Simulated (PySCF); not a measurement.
Gas-phase reaction: 4 AsH3 + O2 = 4 AsH2 + 2 H2O

Energies from PySCF, thermal terms from the rigid-rotor harmonic-oscillator model, ideal gas at 1 bar. † marks an energy on the PBE0/def2-TZVP geometry and frequencies; other levels use their own. CCSD(T) freezes the core. 6-31G* has spherical d functions here. Open shells (unrestricted): O2 (multiplicity 3), AsH2 (multiplicity 2); the rest are closed-shell singlets. B3LYP is the form with VWN-RPA correlation. As: all electrons, no relativistic terms. AsH2: computed as isolated molecules; such fragments, hydroxides, amides, oligomers or adducts are transient or little studied in the gas. CCSD(T) isn't extrapolated to the basis-set limit; its ΔH°(298 K) is -49.1 kJ in def2-SVP and -86.3 kJ in def2-TZVPP. The harmonic model lacks anharmonicity and excited electronic states, which grow with temperature; levels with a mode under 35 cm⁻¹ are left out.

| level | ΔE electronic, kJ | ΔH°(298 K), kJ | ΔS°(298 K), J/K | ΔG°(1600 K), kJ |
|---|---|---|---|---|
| B3LYP/def2-TZVP† | -74 | -62 | 182 | -350 |
| BLYP/def2-TZVP† | -52 | -40 | 182 | -329 |
| CCSD(T)/def2-TZVPP† | -98 | -86 | 182 | -375 |
| HF/6-31G* | -148 | -139 | 183 | -435 |
| HF/def2-TZVP† | -206 | -194 | 182 | -483 |
| M06-2X/def2-TZVP† | -147 | -135 | 182 | -424 |
| PBE/def2-SVP | 25 | 37 | 182 | -250 |
| PBE/def2-TZVP† | -35 | -23 | 182 | -312 |
| r2SCAN/def2-TZVP† | -59 | -47 | 182 | -335 |
| ωB97X-V/def2-TZVP† | -39 | -27 | 182 | -316 |
ΔH° is lowest at HF/def2-TZVP† and highest at PBE/def2-SVP. No reference value is set beside these.
